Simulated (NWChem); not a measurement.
System: B2F3, doublet; SMILES B(F)([B]F)F

The following NWChem deck was run.

```
start job
memory heap 200 mb stack 900 mb global 1100 mb
geometry units angstroms noautoz
  F     -0.216169    -2.217790     0.000000
  B      0.372986    -1.065347     0.000000
  B     -0.007600     0.566425     0.000000
  F     -0.057598     1.251316     1.131537
  F     -0.057598     1.251316    -1.131537
end
basis spherical
  * library 6-31g*
end
dft
  odft
  mult 2
  xc r2scan
  iterations 150
  mulliken
end
task dft energy
```

NWChem printed, in part:

```
             Northwest Computational Chemistry Package (NWChem) 7.3.0
             --------------------------------------------------------

 CS  symmetry detected

                             Geometry "geometry" -> ""
                             -------------------------

 Output coordinates in angstroms (scale by  1.889725989 to convert to a.u.)

  No.       Tag          Charge          X              Y              Z
 ---- ---------------- ---------- -------------- -------------- --------------
    1 F                    9.0000    -0.15900157     2.22166297     0.00000000
    2 B                    5.0000     0.41665091     1.06241636     0.00000000
    3 B                    5.0000     0.01702925    -0.56479847     0.00000000
    4 F                    9.0000    -0.04096593    -1.24905868     1.13153700
    5 F                    9.0000    -0.04096593    -1.24905868    -1.13153700

 Effective nuclear repulsion energy (a.u.)     131.4359328371

      Symmetry information
      --------------------

 Group name             Cs
 Group number              2
 Group order               2
 No. of unique centers     4

                                 NWChem DFT Module
                                 -----------------

 Summary of "ao basis" -> "ao basis" (spherical)
 ------------------------------------------------------------------------------
       Tag                 Description            Shells   Functions and Types
 ---------------- ------------------------------  ------  ---------------------
 F                           6-31g*                  6       14   3s2p1d
 B                           6-31g*                  6       14   3s2p1d

      Symmetry analysis of basis
      --------------------------

        a'         44
        a"         26

            General Information
            -------------------
          SCF calculation type: DFT
          Wavefunction type:  spin polarized.
          No. of atoms     :     5
          No. of electrons :    37
           Alpha electrons :    19
            Beta electrons :    18
          Charge           :     0
          Spin multiplicity:     2
          Use of symmetry is: on ; symmetry adaption is: on
          Maximum number of iterations: 150
          AO basis - number of functions:    70
                     number of shells:    30
          Convergence on energy requested:  1.00D-06
          Convergence on density requested:  1.00D-05
          Convergence on gradient requested:  5.00D-04

              XC Information
              --------------
                      r^2SCAN Method XC Functional
               r^2SCAN metaGGA Exchange Functional  1.000
                     r^2SCAN Correlation Potential  1.000

             Grid Information
             ----------------
          Grid used for XC integration:  medium
          Radial quadrature: Mura-Knowles
          Angular quadrature: Lebedev.
          Tag              B.-S. Rad. Rad. Pts. Rad. Cut. Ang. Pts.
          ---              ---------- --------- --------- ---------
          F                   0.50       49           8.0       434
          B                   0.85       49           7.0       434
          Grid pruning is: on
          Number of quadrature shells:   196
          Spatial weights used:  Erf1

      Superposition of Atomic Density Guess
      -------------------------------------

 Sum of atomic energies:        -347.16917305

      Non-variational initial energy
      ------------------------------

 Total energy =    -348.329952
 1-e energy   =    -743.740808
 2-e energy   =     263.974924
 HOMO         =      -0.054668
 LUMO         =       0.034348

   Symmetry analysis of molecular orbitals - initial alpha
   -------------------------------------------------------

  Numbering of irreducible representations:

     1 a'          2 a"

  Orbital symmetries:

     1 a'          2 a'          3 a"          4 a'          5 a'
     6 a'          7 a'          8 a"          9 a'         10 a'
    11 a"         12 a'         13 a'         14 a"         15 a'
    16 a"         17 a"         18 a'         19 a'         20 a"
    21 a'         22 a'         23 a'         24 a"         25 a'
    26 a'         27 a'         28 a"         29 a'

   Symmetry analysis of molecular orbitals - initial beta
   ------------------------------------------------------

  Numbering of irreducible representations:

     1 a'          2 a"

  Orbital symmetries:

     1 a'          2 a'          3 a"          4 a'          5 a'
     6 a'          7 a'          8 a"          9 a'         10 a'
    11 a"         12 a'         13 a'         14 a"         15 a'
    16 a"         17 a"         18 a'         19 a'         20 a"
    21 a'         22 a'         23 a'         24 a"         25 a'
    26 a'         27 a'         28 a"         29 a'

     ---------------------------------------------
      Total Density - Mulliken Population Analysis
     ---------------------------------------------

    Atom       Charge   Shell Charges
 -----------   ------   -------------------------------------------------------
    1 F    9     9.40   2.00  0.95  3.43  0.96  2.05  0.01
    2 B    5     4.50   2.00  0.58  0.78  0.68  0.40  0.06
    3 B    5     4.14   2.00  0.51  0.91  0.38  0.24  0.12
    4 F    9     9.48   2.00  0.95  3.46  0.97  2.09  0.01
    5 F    9     9.48   2.00  0.95  3.46  0.97  2.09  0.01

     --------------------------------------------
      Spin Density - Mulliken Population Analysis
     --------------------------------------------

    Atom       Charge   Shell Charges
 -----------   ------   -------------------------------------------------------
    1 F    9     0.03   0.00  0.00  0.04 -0.00 -0.01  0.00
    2 B    5     0.64   0.00  0.02  0.24  0.10  0.28  0.00
    3 B    5     0.30   0.00  0.03  0.11  0.05  0.10  0.00
    4 F    9     0.01   0.00  0.00  0.02 -0.00 -0.00  0.00
    5 F    9     0.01   0.00  0.00  0.02 -0.00 -0.00  0.00

[...]
```

Level: r2SCAN/6-31G* (spherical d), spin-unrestricted. In the optimisation the excess spin sits in a' (Cs, its own frame). Geometry: optimised at PBE0/def2-SVP, spin-unrestricted. No stability test was run on the SCF state.
